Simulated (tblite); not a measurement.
Species: C9H10P (charge -1).
SMILES with atom numbers: `[CH2:1]=[CH:2][P-:3][c:4]1[cH:5][cH:6][cH:7][cH:8][c:9]1[CH3:10]` (hydrogens: H11, H12 on C1; H13 on C2; H14 on C5; H15 on C6; H16 on C7; H17 on C8; H18, H19, H20 on C10)
Bond orders are those of one Lewis drawing.

Computed with GFN2-xTB (tblite), gas phase: L-BFGS steps from a force-field or distance-geometry start until the largest atomic force falls under 0.01 eV/Å.

The end geometry, which sets the zero of energy:
```
atom  x, y, z in Å
C1      3.9624    0.7851    0.2017
C2      2.7216    0.3313   -0.0252
P3      1.2441    1.2782    0.2494
C4     -0.0422    0.0485    0.0966
C5      0.1454   -1.3400    0.2115
C6     -0.9026   -2.2271    0.1078
C7     -2.1969   -1.7728   -0.0941
C8     -2.4122   -0.4021   -0.1763
C9     -1.3757    0.5001   -0.0790
C10    -1.6417    1.9712   -0.1616
H11     4.1401    1.7470    0.6553
H12     4.8394    0.2101   -0.0656
H13     2.6090   -0.6395   -0.4990
H14     1.1356   -1.7293    0.4047
H15    -0.7143   -3.2925    0.1989
H16    -3.0249   -2.4673   -0.1734
H17    -3.4238   -0.0331   -0.3211
H18    -2.6899    2.1783   -0.3832
H19    -1.3710    2.4503    0.7803
H20    -1.0074    2.4143   -0.9306
```

Problem. These geometries come from the run, each turned onto the end geometry. Order them by energy, lowest first.
A.
```
atom  x, y, z in Å
C1      3.8826    0.7959    0.1021
C2      2.6137    0.3642    0.0761
P3      1.2408    1.1776    0.8372
C4     -0.0610    0.0327    0.3653
C5      0.1247   -1.3573    0.4361
C6     -0.8895   -2.2474    0.1572
C7     -2.1378   -1.7763   -0.2246
C8     -2.3339   -0.4039   -0.3253
C9     -1.3343    0.4976   -0.0219
C10    -1.5699    1.9667   -0.1910
H11     4.1880    1.6154    0.7341
H12     4.6246    0.3407   -0.5395
H13     2.3513   -0.4510   -0.5922
H14     1.0963   -1.7254    0.7413
H15    -0.7268   -3.3184    0.2754
H16    -2.9382   -2.4749   -0.4448
H17    -3.2979   -0.0406   -0.6674
H18    -2.5718    2.2638    0.1136
H19    -0.8317    2.4958    0.4005
H20    -1.4341    2.2557   -1.2350
```
B.
```
atom  x, y, z in Å
C1      3.8995    0.8856    0.0632
C2      2.6415    0.4301   -0.0500
P3      1.2873    1.0612    0.9110
C4     -0.0539   -0.0488    0.4145
C5      0.0567   -1.4421    0.5495
C6     -0.9859   -2.2906    0.2308
C7     -2.1835   -1.7822   -0.2509
C8     -2.3089   -0.4069   -0.3703
C9     -1.2895    0.4605   -0.0295
C10    -1.5065    1.9364   -0.1845
H11     4.1649    1.5672    0.8555
H12     4.6963    0.5999   -0.6124
H13     2.3870   -0.2275   -0.8797
H14     0.9689   -1.8608    0.9636
H15    -0.8905   -3.3651    0.3638
H16    -3.0106   -2.4332   -0.5229
H17    -3.2309    0.0080   -0.7570
H18    -2.5151    2.2226    0.1186
H19    -0.7694    2.4683    0.4101
H20    -1.3623    2.2280   -1.2263
```
C.
```
atom  x, y, z in Å
C1      3.9520    0.7523    0.2756
C2      2.7156    0.3444   -0.0372
P3      1.2392    1.3058    0.1808
C4     -0.0386    0.0640    0.0507
C5      0.1628   -1.3232    0.1720
C6     -0.8815   -2.2170    0.0934
C7     -2.1830   -1.7739   -0.0865
C8     -2.4120   -0.4047   -0.1676
C9     -1.3795    0.5047   -0.0983
C10    -1.6555    1.9749   -0.1789
H11     4.1315    1.6941    0.7682
H12     4.8213    0.1488    0.0536
H13     2.6053   -0.6005   -0.5594
H14     1.1558   -1.7108    0.3572
H15    -0.6829   -3.2791    0.2021
H16    -3.0053   -2.4764   -0.1521
H17    -3.4303   -0.0407   -0.2749
H18    -2.7225    2.1859   -0.1054
H19    -1.1245    2.4865    0.6231
H20    -1.2729    2.3757   -1.1192
```
D.
```
atom  x, y, z in Å
C1      3.9624    0.7172    0.1512
C2      2.6865    0.3214    0.0317
P3      1.2613    1.2885    0.4720
C4     -0.0526    0.0927    0.2368
C5      0.1451   -1.2933    0.3760
C6     -0.8546   -2.2060    0.1242
C7     -2.1237   -1.7725   -0.2300
C8     -2.3694   -0.4046   -0.2676
C9     -1.3725    0.5229   -0.0401
C10    -1.6892    1.9871   -0.1563
H11     4.2373    1.6369    0.6410
H12     4.7803    0.1213   -0.2324
H13     2.4902   -0.6130   -0.4877
H14     1.1154   -1.6508    0.6930
H15    -0.6505   -3.2692    0.2194
H16    -2.9118   -2.4813   -0.4573
H17    -3.3741   -0.0563   -0.4944
H18    -2.7212    2.1906    0.1398
H19    -1.0088    2.5620    0.4685
H20    -1.5549    2.3172   -1.1908
```
E.
```
atom  x, y, z in Å
C1      3.9551    0.7671    0.2826
C2      2.7298    0.3328   -0.0423
P3      1.2445    1.2835    0.1870
C4     -0.0406    0.0525    0.0537
C5      0.1546   -1.3357    0.1591
C6     -0.8957   -2.2235    0.0912
C7     -2.1977   -1.7711   -0.0602
C8     -2.4185   -0.4007   -0.1390
C9     -1.3794    0.5022   -0.0862
C10    -1.6474    1.9721   -0.1893
H11     4.1013    1.7000    0.8033
H12     4.8480    0.2079    0.0346
H13     2.6395   -0.6096   -0.5756
H14     1.1527   -1.7226    0.3134
H15    -0.7005   -3.2887    0.1684
H16    -3.0275   -2.4663   -0.1032
H17    -3.4359   -0.0343   -0.2488
H18    -2.7173    2.1855   -0.1987
H19    -1.1776    2.4909    0.6460
H20    -1.1923    2.3685   -1.0987
```

Solution. E (0.006 eV), C (0.012 eV), D (0.045 eV), A (0.115 eV), B (0.208 eV).

In the order of the answer:

```csv
step,E above end (eV),largest force (eV/Å),rms force component (eV/Å),rms distance from end (Å),rms bond change (Å),bond most changed (Å)
93,0.006,0.02,0.007,0.109,0.001,C2–P3 +0.002
78,0.012,0.06,0.020,0.130,0.001,C1=C2 -0.002
49,0.045,0.07,0.024,0.259,0.002,P3–C4 +0.006
24,0.115,0.19,0.062,0.343,0.004,P3–C4 +0.011
8,0.208,0.18,0.059,0.426,0.006,P3–C4 +0.024
```

The cost below is that of the whole relaxation. Time: 1.1 s wall. Hardware: one thread of an Arm Neoverse V1, on a shared host.
